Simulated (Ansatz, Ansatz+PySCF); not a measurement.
```xyz
2

Mg    0.0000    0.0000   -1.2047
Cl    0.0000    0.0000    1.2047
```

Basis set: def2-SVP (spherical functions). Frozen core: 6 orbitals. Charge 0, multiplicity 2.

Computed with Ansatz (development build ahead of 0.2.0); each method stands on the lowest determinant of its kind that the runs found.

The atomization energy at this shape (free ground-state atoms in the same class of orbitals less the molecule, no zero-point energy) of doublet MgCl:

```json
{"method": "UHF-CCSD(T)", "atomization energy": "2.83 eV"}
{"method": "UHF-MP2", "atomization energy": "3.18 eV"}
{"method": "ROHF", "atomization energy": "2.87 eV"}
```

**Question.** What does UHF give?

**Answer.** 2.77 eV.
